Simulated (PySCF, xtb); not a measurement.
Mg(Et)(SeH) (C2H6MgSe), SMILES [CH2]([Mg][SeH])C.

GFN2-xTB run with xtb 6.7.1 at its own geometry gives an orbital gap of 2.42 eV and a dipole moment of 5.38 D.

Geometry: B3LYP-D3(BJ)/def2-SVP. The structure was generated by enumeration; whether it is a known compound was not checked. One conformer was computed; it need not be the lowest.

**Question.** What does PBE/def2-TZVP (PySCF) give? (An estimate is asked for; the answer gives what the named calculation found.)

**Answer.** gap 3.80 eV (levels -5.51 and -1.71 eV), dipole 1.79 D.
